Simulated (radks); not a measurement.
Fractional charge and spin in the 4s shell of bromine: the spin-up occupation runs from 0 to 1 and the spin-down occupation from 0 to 1; the fullest corner is Br, [Ar] 3d10 4p(up 2.5, down 2.5) 4s(up 1, down 1). Method: scalar-relativistic Kohn-Sham, r2SCAN, spin-polarised, spherical densities, finite nucleus; meta-GGA in the generalised Kohn-Sham scheme; Fermi nuclear charge, rms radius of each element as measured or else 0.836 A^(1/3) + 0.57 fm; computed with a radial shooting solver on a logarithmic mesh with Libxc functionals. Energy (eV) minus the two flat planes that join the four corners (they meet along the diagonal where the two added fractions sum to one electron); zero is where a piecewise linear energy would lie.

down \ up       0     0.5       1
0           0.000  -1.413   0.000
0.5        -1.413   0.442  -1.267
1           0.000  -1.267   0.000

Corners above the fullest one (they belong to Br+ and the next ion): (up 1, down 0) 25.892 eV, (up 0, down 1) 25.892 eV, (up 0, down 0) 64.288 eV. With half an added electron in each spin the energy lies 0.442 eV from the planes, and with half an added electron in spin up alone -1.413 eV. The planes are only a guide here: the flat-plane condition holds for ground states with one frontier orbital, while this shell lies below other occupied shells, so the corners above the fullest one are inner-hole states and not the ground states of those ions.
